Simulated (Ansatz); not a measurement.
`[SiH3][Al]([Cl])[SnH3]` + CH₃NH₂ → `C[NH][SnH3]` + `[SiH3][AlH][Cl]`  (cleavage of the Sn–Al bond)

Program: Ansatz. Geometries: PBE0-D4/def2-TZVP. ΔE: electronic, gas phase. CBS: MP2 limit from def2 TZ/QZ plus the TZ coupled-cluster correction, frozen cores. Functionals use def2-TZVPP. def2 core potentials past Kr. For Sn outer-core shells are correlated without core-valence functions, which leaves a few kJ/mol of doubt a bond.

**Question.** Is it downhill or uphill in electronic energy at CCSD(T)/CBS, and by how much? (Estimate.)

**Answer.** Ansatz gave: Uphill: ΔE = +61.6 kJ/mol.

**Question.** What do these levels give: BLYP-D4, revPBE, BLYP, r2SCAN, PBE0, CCSD(T)/def2-SVP? (Best estimate.)

**Answer.** Computed: BLYP-D4 60.5, revPBE 73.5, BLYP 63.7, r2SCAN 66.5, PBE0 74.4, CCSD(T)/def2-SVP 60.1 kJ/mol.

Largest T1 diagnostic among the species: 0.013.

From r2SCAN to r2SCAN0 (25 % exact exchange), in def2-TZVPP and without D4, ΔE moves by +3.2 kJ/mol. Leaving LDA and LC-ωPBE aside and taking each functional with its dispersion term where it has one, the values, not all of them listed here, spread over 24.7 kJ/mol, from B97M-V to HSE06-D4.
